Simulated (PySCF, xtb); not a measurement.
Ge(Me)(NH2) (CH5GeN), SMILES [Ge]([CH3])[NH2] (connectivity only; charge and spin as stated), neutral, multiplicity 1.

GFN2-xTB (xtb) at its own geometry gives an orbital gap of 3.55 eV and a dipole moment of 0.90 D.

Geometry: ωB97X-D3(BJ)/def2-SVP. Other conformers were not sampled.

**Question.** What does r2SCAN/def2-TZVPD run with PySCF give? (The exact figures need the calculation; the answer reports its results.)

**Answer.** gap 3.43 eV (levels -5.47 and -2.03 eV), dipole 1.49 D.
